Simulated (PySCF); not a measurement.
**C2H7BOSi**

C2H7BOSi is a carbene (divalent C1, bonded to 1 B + 1 O), neutral, singlet. The structure, one conformer, was relaxed in the gas phase by PBE0-D3(BJ)/def2-SVP. No frequency run checks that it is a minimum.

SMILES: CO[C]B[SiH3]

```
atom   x (Å)   y (Å)   z (Å)
  C1  -0.942   0.329   0.001
  O2  -1.266  -0.812   0.430
  C3  -0.912  -1.971  -0.352
  B4  -0.442   1.553  -0.369
 Si5   1.348   1.323   0.538
  H6  -0.949  -1.722  -1.421
  H7  -1.635  -2.756  -0.099
  H8   0.102  -2.281  -0.065
  H9  -0.783   2.525  -0.979
 H10   1.502  -0.028   1.172
 H11   1.548   2.346   1.614
 H12   2.466   1.470  -0.451
```

Shieldings: GIAO PBE0/pcSseg-2. Shifts are against computed references at the same level: C TMS (σ 184.1 ppm), H TMS (σ 31.24 ppm), Si TMS (σ 341.3 ppm). Core levels by delta-SCF with SCAN, pcX-2 on the ionised atom and pcseg-1 elsewhere, spin-free X2C (2p3/2 is the spin-free 2p value less a third of a first-order spin-orbit splitting); from the vacuum level, for chosen atoms.

Question: Give the NMR and core-level values of the distinct atoms.

Answer: 
```tsv
atoms	bonded to	σ (ppm)	δ (ppm)	core level (eV)
C1	1 B + 1 O	-76.1	260.2	1s 291.77
O2	2 C	129.9	-	1s 540.59
C3	1 O + 3 H	108.9	75.2	1s 292.81
B4	1 C + 1 Si + 1 H	141.6	-	-
Si5	1 B + 3 H	421.0	-79.7	2p3/2 106.28
H6 H7 H8	1 C	27.17	4.08	-
H9	1 B	28.77	2.47	-
H10 H11 H12	1 Si	27.22	4.03	-
```

Values are those of this one static structure, with the three H of a rotating XH3 group averaged; atoms that internal rotation interchanges would show their mean in an NMR spectrum.

The core-hole states of C1, C3 are spin-contaminated (⟨S²⟩ 0.82, 0.81 against 0.75 for a pure doublet), so those values and differences from them are less sure.

Core levels of B4 are left out, their hole states being strongly spin-contaminated.

Question: Which of C1, C3 holds its core electrons tightest, and by how much against the loosest?

Answer: C3 (bonded to 1 O + 3 H), by 1.04 eV over C1 (bonded to 1 B + 1 O).

Question: By CAM-B3LYP/def2-SVPD (TDDFT singlets, Tamm-Dancoff triplets, ionisation by delta-SCF), where does absorption start, and what does vertical ionisation take?

Answer: The lowest singlet lies at 3.13 eV (f 0.003), the strongest of the first 6 at 6.86 eV (f 0.174), the lowest triplet at 2.57 eV; vertical ionisation takes 8.49 eV.
